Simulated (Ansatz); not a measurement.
`BOCBS` and `BO[CH2][GeH3]` differ in one atom or group.

Ansatz, PBE0-D4/def2-TZVP geometries, multiplicity 1. Each molecule was computed in one conformer, which needn't be the lowest.

Scalar relativity is left out up to krypton.

```csv
property,`BOCBS`
size of the dipole moment (PBE/def2-TZVPP) / D,2.05
LUMO energy (ωB97M-V/def2-TZVPP) / eV,0.91
HOMO–LUMO gap (PBE0/def2-TZVPP) / eV,7.28
HOMO–LUMO gap (PBE/def2-TZVPP) / eV,5.04
size of the dipole moment (B3LYP/def2-TZVPP) / D,2.06
HOMO energy (PBE/def2-TZVPP) / eV,-7.09
```

(1) What does the change do to each property? (Estimate.)

Answers

(1) Computed: 
| property | `BO[CH2][GeH3]` | shift |
| --- | --- | --- |
| size of the dipole moment (PBE/def2-TZVPP) / D | 1.48 | -0.57 |
| LUMO energy (ωB97M-V/def2-TZVPP) / eV | 1.37 | 0.46 |
| HOMO–LUMO gap (PBE0/def2-TZVPP) / eV | 7.85 | 0.57 |
| HOMO–LUMO gap (PBE/def2-TZVPP) / eV | 5.61 | 0.57 |
| size of the dipole moment (B3LYP/def2-TZVPP) / D | 1.46 | -0.60 |
| HOMO energy (PBE/def2-TZVPP) / eV | -7.08 | 0.01 |

Dipoles are sizes alone; their direction can turn.

B3LYP here is the variant with VWN-RPA as its local correlation; programs differ in this.
